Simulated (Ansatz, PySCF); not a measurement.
Spin states of F2Ti (SMILES [F][Ti][F]), each relaxed with B3LYP-D3(BJ)/def2-TZVP.
State 1 (charge 0, multiplicity 3):
```xyz
3

Ti     0.385     0.082    -0.023
F     -0.417     1.241    -1.147
F      0.000    -1.275     1.100
```
State 2 (charge 0, multiplicity 1):
```xyz
3

Ti    -0.0108     0.0159    -0.0234
F     -0.2361     1.3733    -1.2358
F      0.2138    -1.3417     1.1889
```

```
level                              energy of the multiplicity-1 state less that of the multiplicity-3 state (kcal/mol)  cost
---------------------------------  -----------------------------------------------------------------------------------  ----
SVWN5/def2-TZVPP                                                                                                 30.50  ×0.3
PBE/def2-TZVPP                                                                                                   30.84    ×1
PBE-D3(BJ)/def2-TZVPP                                                                                            30.85    ×1
PBE-D4/def2-TZVPP                                                                                                30.86    ×1
BLYP/def2-TZVPP                                                                                                  28.19  ×0.8
BLYP-D3(BJ)/def2-TZVPP                                                                                           28.22  ×0.8
BLYP-D4/def2-TZVPP                                                                                               28.25  ×0.8
r2SCAN/def2-TZVPP                                                                                                35.53    ×2
r2SCAN-D3(BJ)/def2-TZVPP                                                                                         35.53    ×2
r2SCAN-D4/def2-TZVPP                                                                                             35.53    ×2
B97M-V/def2-TZVPP                                                                                                30.04    ×1
r2SCANh/def2-TZVPP                                                                                               34.88    ×1
B3LYP/def2-TZVPP                                                                                                 25.90  ×0.3
B3LYP-D3(BJ)/def2-TZVPP                                                                                          25.92  ×0.3
B3LYP-D4/def2-TZVPP                                                                                              25.93  ×0.3
PBE0/def2-TZVPP                                                                                                  28.65  ×0.6
PBE0-D3(BJ)/def2-TZVPP                                                                                           28.66  ×0.6
PBE0-D4/def2-TZVPP                                                                                               28.67  ×0.6
BHLYP/def2-TZVPP                                                                                                 23.35  ×0.5
BHLYP-D3(BJ)/def2-TZVPP                                                                                          23.36  ×0.5
BHLYP-D4/def2-TZVPP                                                                                              23.37  ×0.5
CAM-B3LYP/def2-TZVPP                                                                                             24.58  ×0.4
CAM-B3LYP-D3(BJ)/def2-TZVPP                                                                                      24.59  ×0.4
CAM-B3LYP-D4/def2-TZVPP                                                                                          24.60  ×0.4
wB97X-V/def2-TZVPP                                                                                               20.53    ×1
wB97M-V/def2-TZVPP                                                                                               18.17    ×1
B2PLYP/def2-TZVPP                                                                                                25.50  ×0.8
B2PLYP-D3(BJ)/def2-TZVPP                                                                                         25.51  ×0.8
B2PLYP-D4/def2-TZVPP                                                                                             25.52  ×0.8
CCSD/def2-SVP                                                                                                    27.94     -
CCSD/def2-TZVPP                                                                                                  22.72     -
CCSD(T)/def2-SVP                                                                                                 28.48  ×0.5
CCSD(T)/def2-TZVPP                                                                                               23.11    ×5
CCSD(T)/CBS(def2-SVP, def2-TZVPP)                                                                                20.77    ×6
```

The rows run from 18.17 (wB97M-V/def2-TZVPP) to 35.53 kcal/mol (r2SCAN-D4/def2-TZVPP). From def2-SVP to def2-TZVPP CCSD(T) changes by -5.37. The dispersion term adds 0.01 in PBE-D3(BJ), 0.02 in PBE-D4, 0.03 in BLYP-D3(BJ). The 13 functionals in def2-TZVPP without D3 or D4 span 17.36, from wB97M-V to r2SCAN.

Singlets are restricted, other states unrestricted; no spin–orbit coupling, no relativity up to Kr; see below for the cores. The largest T1 diagnostic is 0.026.

Correlated levels freeze the inner cores; with def2 sets outer-core shells near the valence are correlated too. CBS: X⁻³ extrapolation of the correlation energy, Hartree–Fock from the larger set.

Doubts at one or more of the structures used: a restricted determinant that unrestricted orbitals would lower (B2PLYP/def2-TZVPP, B2PLYP-D3(BJ)/def2-TZVPP, B2PLYP-D4/def2-TZVPP, CCSD/def2-SVP, CCSD/def2-TZVPP, CCSD(T)/def2-SVP, CCSD(T)/def2-TZVPP, CCSD(T)/CBS(def2-SVP, def2-TZVPP)).

Codes used: Ansatz (Gaussian basis) for Hartree–Fock, density functionals and correlated methods; PySCF for the dispersion terms. 

Costs are rough ratios of core time to PBE/def2-TZVPP (about 40 s over the structures, on one shared machine); a dash marks a level with no comparable run of its own.

Ansatz is an electronic-structure program.
